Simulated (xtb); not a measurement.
Job for xtb: GFN-FF on CH8OSi (a complex), monomers drawn apart or pushed together.

```
$ xtb mol.xyz --gfnff --sp --chrg 0 --uhf 0
11

Si     0.07789432     0.11017573     0.28409625
H     -1.12810851    -0.52551702     0.86186070
H      0.30971708     1.43223084     0.90175857
H     -0.16681850     0.30886611    -1.16749327
H      1.25435851    -0.76945553     0.44246395
C     -0.48822504     0.51798028     4.38574186
O      0.48330940    -0.28894302     3.73065428
H     -1.48707171     0.38416117     3.95767190
H     -0.18594058     1.55331236     4.23865673
H     -0.52807599     0.31527430     5.46057916
H      0.24572432    -1.21484927     3.84351654
```

**Question.** What total energy does the run end on?

**Answer.** -1.1910 hartree.
